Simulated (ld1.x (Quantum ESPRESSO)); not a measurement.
# An all-electron radial function and its pseudo partner (Fe)

Columns: radius, all-electron u(r) and pseudo u(r) of the 3d shell (level -7.75 eV) of iron in the configuration [Ar] 3d6 4s2 4p0; LDA (PZ), scalar-relativistic, TM semilocal scheme, ld1.x (Quantum ESPRESSO) 7.5.

```json
{"r (bohr)": "0.150", "all-electron": "0.1654", "pseudo": "0.0947"}
{"r (bohr)": "0.300", "all-electron": "0.5194", "pseudo": "0.4801"}
{"r (bohr)": "0.450", "all-electron": "0.7804", "pseudo": "0.8074"}
{"r (bohr)": "0.600", "all-electron": "0.8999", "pseudo": "0.9083"}
{"r (bohr)": "0.750", "all-electron": "0.9174", "pseudo": "0.9174"}
{"r (bohr)": "0.900", "all-electron": "0.8783", "pseudo": "0.8783"}
{"r (bohr)": "1.050", "all-electron": "0.8132", "pseudo": "0.8132"}
{"r (bohr)": "1.200", "all-electron": "0.7391", "pseudo": "0.7391"}
{"r (bohr)": "1.350", "all-electron": "0.6647", "pseudo": "0.6647"}
{"r (bohr)": "1.500", "all-electron": "0.5942", "pseudo": "0.5942"}
{"r (bohr)": "1.650", "all-electron": "0.5294", "pseudo": "0.5294"}
{"r (bohr)": "1.800", "all-electron": "0.4708", "pseudo": "0.4708"}
{"r (bohr)": "1.950", "all-electron": "0.4183", "pseudo": "0.4183"}
{"r (bohr)": "2.100", "all-electron": "0.3716", "pseudo": "0.3716"}
{"r (bohr)": "2.250", "all-electron": "0.3301", "pseudo": "0.3301"}
{"r (bohr)": "2.400", "all-electron": "0.2932", "pseudo": "0.2932"}
{"r (bohr)": "2.550", "all-electron": "0.2606", "pseudo": "0.2606"}
{"r (bohr)": "2.700", "all-electron": "0.2316", "pseudo": "0.2316"}
{"r (bohr)": "2.850", "all-electron": "0.2060", "pseudo": "0.2060"}
{"r (bohr)": "3.000", "all-electron": "0.1832", "pseudo": "0.1832"}
{"r (bohr)": "3.150", "all-electron": "0.1629", "pseudo": "0.1629"}
{"r (bohr)": "3.300", "all-electron": "0.1450", "pseudo": "0.1450"}
{"r (bohr)": "3.450", "all-electron": "0.1290", "pseudo": "0.1290"}
{"r (bohr)": "3.600", "all-electron": "0.1148", "pseudo": "0.1148"}
{"r (bohr)": "3.750", "all-electron": "0.1022", "pseudo": "0.1022"}
{"r (bohr)": "3.900", "all-electron": "0.0910", "pseudo": "0.0910"}
```

(1) How many radial nodes do the two functions have?

(2) At about which radius was the pseudo-wave matched?

(3) Where does each function peak?

(4) Is the pseudo-wave norm-conserving?

Results:

(1) The all-electron 3d function has n − l − 1 = 0; the pseudo-wave has 0.

(2) 0.80 bohr, where the columns begin to agree (steps of 0.15 bohr).

(3) Outermost all-electron maximum near 0.75 bohr, pseudo maximum near 0.75 bohr (to the table’s step).

(4) Yes: the TM semilocal scheme keeps the norm inside the radius equal to the all-electron one, which fixes the energy derivative of the logarithmic derivative at the level.
